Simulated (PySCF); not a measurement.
**Correlation energy of In³⁺ (indium, charge +3)**

[Kr] 4d10, closed-shell 1S. Computed with PySCF 2.14 in def2-QZVPPD with the def2 core potential (28 electrons) (8s6p5d4f1g, 88 functions), with scalar relativity through the core potential. Frozen: nothing; 18 electrons correlated.

MP2 pair energies summed by pair of shells (mhartree):

```json
{"pair": "4d-4d", "energy": "-315.95", "share (%)": "68.0"}
{"pair": "4p-4d", "energy": "-80.43", "share (%)": "17.3"}
{"pair": "4p-4p", "energy": "-33.30", "share (%)": "7.2"}
{"pair": "4s-4d", "energy": "-21.53", "share (%)": "4.6"}
{"pair": "4s-4p", "energy": "-10.10", "share (%)": "2.2"}
{"pair": "4s-4s", "energy": "-3.18", "share (%)": "0.7"}
```

Total MP2 correlation energy: -464.49 mhartree.

Same-spin part -161.32 and opposite-spin part -303.17 mhartree; SCS-MP2 scales them by 1/3 and 6/5 to -417.58 mhartree.

The basis has no tight functions for the innermost shells, so their pair energies are far from complete.

This basis was not built for core-valence correlation, so the inner-shell part is incomplete.
